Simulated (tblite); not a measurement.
Species: C₆H₉BCl₂.
Atom-mapped SMILES: `[CH2:1]=[CH:2][CH2:3][CH2:4]/[CH:5]=[CH:6]\[B:7]([Cl:8])[Cl:9]` (hydrogens: H10, H11 on C1; H12 on C2; H13, H14 on C3; H15, H16 on C4; H17 on C5; H18 on C6)

Computed with GFN2-xTB (tblite), gas phase: L-BFGS steps from a force-field or distance-geometry start until the largest atomic force falls under 0.01 eV/Å.

Step 65: E = -755.7754 eV
```
atom  x, y, z in Å  |  force x, y, z in eV/Å
C1     -3.2645    0.1263    0.4818    0.000  -0.003   0.013
C2     -2.1085    0.6224    0.0833    0.002  -0.017   0.013
C3     -1.0801   -0.1360   -0.6936    0.005   0.007   0.000
C4      0.1986   -0.3058    0.1509    0.003  -0.002   0.010
C5      1.2389   -1.0623   -0.5944   -0.006   0.009  -0.025
C6      2.3942   -0.5846   -1.0788    0.028   0.007   0.039
B7      2.9753    0.8464   -1.0331   -0.010   0.017  -0.028
Cl8     2.0730    2.2844   -0.7297   -0.005   0.002   0.000
Cl9     4.6568    1.0524   -1.3792    0.048   0.004  -0.012
H10    -3.5644   -0.8834    0.2513    0.025   0.001  -0.019
H11    -3.9673    0.7058    1.0551   -0.007   0.019  -0.011
H12    -1.8319    1.6385    0.3350   -0.011  -0.019  -0.005
H13    -1.4689   -1.1125   -0.9885    0.007   0.004   0.019
H14    -0.8224    0.4238   -1.5957    0.004  -0.011  -0.014
H15     0.5630    0.6779    0.4376    0.002  -0.005   0.029
H16    -0.0550   -0.8642    1.0556   -0.037  -0.005   0.007
H17     1.0091   -2.1118   -0.7435   -0.012   0.001  -0.001
H18     3.0453   -1.3110   -1.5552   -0.036  -0.009  -0.016
```

Step 66: E = -755.7759 eV
```
atom  x, y, z in Å  |  force x, y, z in eV/Å
C1     -3.2655    0.1253    0.4766    0.002  -0.007   0.021
C2     -2.1101    0.6236    0.0793    0.015  -0.020   0.015
C3     -1.0780   -0.1349   -0.6930    0.013   0.011   0.006
C4      0.1976   -0.3057    0.1570   -0.007   0.002   0.004
C5      1.2386   -1.0614   -0.5879   -0.004   0.010  -0.030
C6      2.3915   -0.5831   -1.0775    0.037   0.007   0.051
B7      2.9761    0.8459   -1.0342   -0.016   0.049  -0.034
Cl8     2.0830    2.2859   -0.7061    0.010  -0.019  -0.001
Cl9     4.6518    1.0490   -1.4126    0.033   0.006  -0.006
H10    -3.5620   -0.8857    0.2470    0.023   0.001  -0.019
H11    -3.9700    0.7025    1.0507   -0.007   0.021  -0.020
H12    -1.8357    1.6408    0.3302   -0.014  -0.030  -0.008
H13    -1.4636   -1.1122   -0.9899   -0.002   0.011   0.020
H14    -0.8149    0.4246   -1.5936    0.000  -0.007  -0.020
H15     0.5611    0.6774    0.4467    0.005  -0.004   0.025
H16    -0.0605   -0.8653    1.0594   -0.034  -0.010   0.012
H17     1.0106   -2.1112   -0.7373   -0.020  -0.003   0.004
H18     3.0411   -1.3092   -1.5559   -0.036  -0.019  -0.021
```

Step 67: E = -755.7766 eV
```
atom  x, y, z in Å  |  force x, y, z in eV/Å
C1     -3.2668    0.1230    0.4679    0.006  -0.012   0.027
C2     -2.1124    0.6254    0.0726    0.030  -0.019   0.016
C3     -1.0737   -0.1325   -0.6921    0.022   0.012   0.013
C4      0.1962   -0.3053    0.1675   -0.020   0.008  -0.004
C5      1.2381   -1.0598   -0.5769    0.000   0.011  -0.021
C6      2.3876   -0.5808   -1.0743    0.038   0.009   0.050
B7      2.9765    0.8458   -1.0376   -0.005   0.086  -0.032
Cl8     2.1006    2.2871   -0.6605    0.045  -0.058  -0.015
Cl9     4.6419    1.0436   -1.4730   -0.020   0.015   0.010
H10    -3.5570   -0.8898    0.2390    0.019  -0.002  -0.016
H11    -3.9749    0.6966    1.0412   -0.005   0.024  -0.032
H12    -1.8431    1.6447    0.3213   -0.013  -0.038  -0.008
H13    -1.4545   -1.1107   -0.9920   -0.015   0.017   0.018
H14    -0.8015    0.4264   -1.5902   -0.008  -0.002  -0.022
H15     0.5583    0.6768    0.4622    0.009  -0.005   0.019
H16    -0.0694   -0.8664    1.0665   -0.028  -0.015   0.012
H17     1.0130   -2.1104   -0.7247   -0.029  -0.002   0.007
H18     3.0322   -1.3073   -1.5581   -0.028  -0.028  -0.024
```

Question: Estimate the geometry and energy of step 68. (The exact step hangs on the optimiser's Hessian estimate; all steps are aligned on step 67, rigid shifts and turns removed.)

Answer: E = -755.7772 eV, largest force 0.070 eV/Å
```
atom  x, y, z in Å  |  force x, y, z in eV/Å
C1     -3.2669    0.1224    0.4659    0.009  -0.014   0.023
C2     -2.1128    0.6257    0.0712    0.033  -0.013   0.013
C3     -1.0721   -0.1317   -0.6912    0.023   0.008   0.016
C4      0.1961   -0.3050    0.1709   -0.023   0.010  -0.005
C5      1.2377   -1.0587   -0.5747    0.001   0.009  -0.004
C6      2.3870   -0.5799   -1.0730    0.025   0.004   0.033
B7      2.9768    0.8464   -1.0396   -0.006   0.067  -0.020
Cl8     2.1056    2.2863   -0.6515    0.035  -0.042  -0.014
Cl9     4.6391    1.0427   -1.4852   -0.008   0.018   0.005
H10    -3.5543   -0.8909    0.2361    0.011  -0.005  -0.010
H11    -3.9765    0.6954    1.0382   -0.003   0.019  -0.035
H12    -1.8454    1.6456    0.3188   -0.008  -0.032  -0.005
H13    -1.4512   -1.1106   -0.9905   -0.021   0.015   0.013
H14    -0.7977    0.4256   -1.5896   -0.012   0.004  -0.020
H15     0.5581    0.6765    0.4679    0.009  -0.005   0.015
H16    -0.0727   -0.8668    1.0685   -0.019  -0.017   0.009
H17     1.0128   -2.1094   -0.7227   -0.030   0.002   0.007
H18     3.0276   -1.3071   -1.5608   -0.017  -0.027  -0.020
```

The energy changes by -0.0006 eV. The first-order estimate −F·Δx gives -0.0007 eV and the mean of the old and new forces, exact on a quadratic surface, -0.0006 eV. The step makes an angle of 79° with the force vector and moves no atom by more than 0.013 Å.

The cost below is that of the whole relaxation. Time: 1.4 s. Hardware: one thread, Arm Neoverse N1 (aarch64), no GPU (shared host).
